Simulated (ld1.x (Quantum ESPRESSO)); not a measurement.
## Which change was made? (Ho, TM semilocal)

* Element: holmium (Ho)
* Generator: ld1.x (Quantum ESPRESSO) 7.5
* Type: norm-conserving Troullier–Martins (semilocal form)
* Functional: LDA (PZ)
* Relativity: scalar-relativistic
* Frozen core: [Kr] 4d10 5s2
* Valence charge: 19
* Reference configuration: 4f11 5p6 5d0.5 6s1.5 6p0
* Partial waves: 5p (bound): rc 2.10 bohr; 5d (bound): rc 2.50 bohr; 4f (bound): rc 1.15 bohr; 6s (bound): rc 3.55 bohr
* Local potential: the s channel
* Core correction: a·sin(br)/r model core, default radius (core density twice the valence density)

Cutoffs, loose and tight: the cutoffs (Ry, on a coarse ladder) from which the occupation-weighted sum of valence levels, in a spherical-Bessel basis at the reference potential, stays within 10 and 1 mRy of its value at 400 Ry. They do not see the model core or the augmentation charge, which bear on the density cutoff. Test errors are all-electron minus pseudo excitation energies from the reference, over the configurations 4f11 5p6 5d0 6s2 6p0; 4f11 5p6 5d0 6s1 6p0; 4f11 5p6 5d0 6s0 6p0; 4f10 5p6 5d1 6s2 6p0; 4f11 5p6 5d1 6s1 6p0; 4f10 5p6 5d0 6s2 6p0; 4f11 5p6 5d0 6s1.5 6p0 (two spin-polarised tests are not counted in the largest error); variants that change the core or the reference have their own tests.

The base gives: outcome: generated; bound ghosts: not determined; largest test error (meV): -132.

Q: After one change the result is: outcome: generated; bound ghosts: not determined; largest test error (meV): -186. Which change was it?
A. all radii but the core radius scaled by about 0.77 (s 2.74, p 1.62, d 1.92, f 0.88 bohr)
B. all radii but the core radius scaled by about 1.08 (s 3.84, p 2.26, d 2.70, f 1.24 bohr)
C. all radii but the core radius scaled by about 1.18 (s 4.20, p 2.48, d 2.96, f 1.36 bohr)

A: A. The others give: all radii but the core radius scaled by about 1.18 (s 4.20, p 2.48, d 2.96, f 1.36 bohr) → outcome: generated; bound ghosts: not determined; largest test error (meV): +195 | all radii but the core radius scaled by about 1.08 (s 3.84, p 2.26, d 2.70, f 1.24 bohr) → outcome: generated; bound ghosts: not determined; largest test error (meV): -91.
